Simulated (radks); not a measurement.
All-electron atom: Se3+ in [Ar] 3d8 4s2 4p1 4f2 (not the ground configuration). Calculated with a radial shooting solver on a logarithmic mesh with Libxc functionals: scalar-relativistic Kohn-Sham, B86b exchange with PBE correlation, spin-polarised, spherical densities, point nucleus; open shells are filled with parallel spins first.

Unscreened Slater integrals over Kohn-Sham orbitals (eV). They are taken over the spin-up orbitals.

\begin{tabular}{lr}
integral & value \\ \hline
F0(4f,4f) & 7.3777 \\
F2(4f,4f) & 3.8562 \\
F4(4f,4f) & 2.5066 \\
F6(4f,4f) & 1.8313 \\
F0(4f,4p) & 9.1601 \\
F2(4f,4p) & 3.4795 \\
G2(4f,4p) & 2.4989 \\
G4(4f,4p) & 1.6605 \\
F0(4f,4s) & 9.2815 \\
G3(4f,4s) & 1.6458 \\
F0(4f,3d) & 9.5819 \\
F2(4f,3d) & 0.83021 \\
F4(4f,3d) & 0.23840 \\
G1(4f,3d) & 0.26059 \\
G3(4f,3d) & 0.14793 \\
G5(4f,3d) & 0.10092 \\
F0(4p,4p) & 14.957 \\
F2(4p,4p) & 7.9671 \\
F0(4p,4s) & 15.693 \\
G1(4p,4s) & 10.674 \\
F0(4p,3d) & 19.200 \\
F2(4p,3d) & 4.5503 \\
G1(4p,3d) & 1.5463 \\
G3(4p,3d) & 1.4650 \\
F0(4s,4s) & 16.577 \\
F0(4s,3d) & 20.945 \\
G2(4s,3d) & 1.9118 \\
F0(3d,3d) & 42.775 \\
F2(3d,3d) & 20.723 \\
F4(3d,3d) & 13.090 \\
\end{tabular}

Derived for the open shells (J is the average intra-shell exchange parameter used in DFT+U). 3d: Racah B = F2/49 - 5 F4/441 = 0.2745 eV, C = 35 F4/441 = 1.039 eV, C/B = 3.78, F4/F2 = 0.632, J = (F2 + F4)/14 = 2.415 eV. 4p: J = F2/5 = 1.593 eV. 4f: F4/F2 = 0.650, F6/F2 = 0.475, J = (286 F2 + 195 F4 + 250 F6)/6435 = 0.3185 eV.
